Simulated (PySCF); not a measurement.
Below is a simulated gas-phase Si 2p photoelectron spectrum of `[H][Si](F)(F)F` (SiHF3).

Every computed line was given a Gaussian of 0.8 eV full width at half maximum and an area set by the number of equivalent atoms (split 2:1 within a doublet); the highest printed point is 100. Computed, not measured: delta-SCF UKS SCAN, pcX-2 on the ionised atom, pcseg-1 elsewhere, spin-free X2C in PySCF.

binding energy (eV), intensity and a bar:
```
    109.6          0 
    109.7          1 
    109.8          2 
    109.9          4 #
    110.0          7 ##
    110.1         14 ####
    110.2         23 #######
    110.3         36 ###########
    110.4         52 ################
    110.5         69 #####################
    110.6         84 #########################
    110.7         95 ############################
    110.8        100 ##############################
    110.9         99 ##############################
    111.0         94 ############################
    111.1         86 ##########################
    111.2         78 #######################
    111.3         69 #####################
    111.4         61 ##################
    111.5         51 ###############
    111.6         41 ############
    111.7         32 #########
    111.8         23 #######
    111.9         15 ####
    112.0          9 ###
    112.1          5 #
    112.2          3 #
    112.3          1 
    112.4          1 
    112.5          0
```

Task: Count the maxima, the lines and the sites behind this envelope.

Result: The curve has 1 maximum (at 110.8 eV). Under it lie 2 lines from 1 inequivalent silicon site, drawn as a 2p3/2, 2p1/2 pair. At this width some lines have no maximum of their own.

Task: Decompose the envelope and assign each component. Bonds: Si1–F3, Si1–F4, Si1–F5. Hydrogens: H2 on Si1.

Result: 
| position (eV) | relative area | line | atoms | environment |
| --- | --- | --- | --- | --- |
| 110.76 | 0.67 | Si 2p3/2 | Si1 | silicon bonded to 3 F and H |
| 111.39 | 0.33 | Si 2p1/2 | Si1 | silicon bonded to 3 F and H |

Task: What are the centre and the root-mean-square width of the whole band?

Result: The area-weighted mean of the lines is 110.97 eV. Their own spread about it is 0.30 eV (rms) and each Gaussian has σ = 0.8/2.355 = 0.34 eV; the variances add, which gives 0.45 eV.

The curve has no shake-up lines and no vibrational structure. The 2p values aren't plain energy differences: one relaxed spin-free 2p hole is combined with a matrix within the shell (ground-state 2p orbital-energy differences and spin–orbit coupling). 2p3/2, the mean of its two sublevels, lies a third of the splitting below the shell's mean and 2p1/2 two thirds above it; the statistical areas are 2:1. 2p1/2 minus 2p3/2 (ligand field included): Si 0.63 eV. Isolated species at its PBE0-D3(BJ)/def2-SVP geometry, gas phase.

Hardware: one thread, Arm Neoverse V1 (shared host). Cost: 5.0 s of wall time.
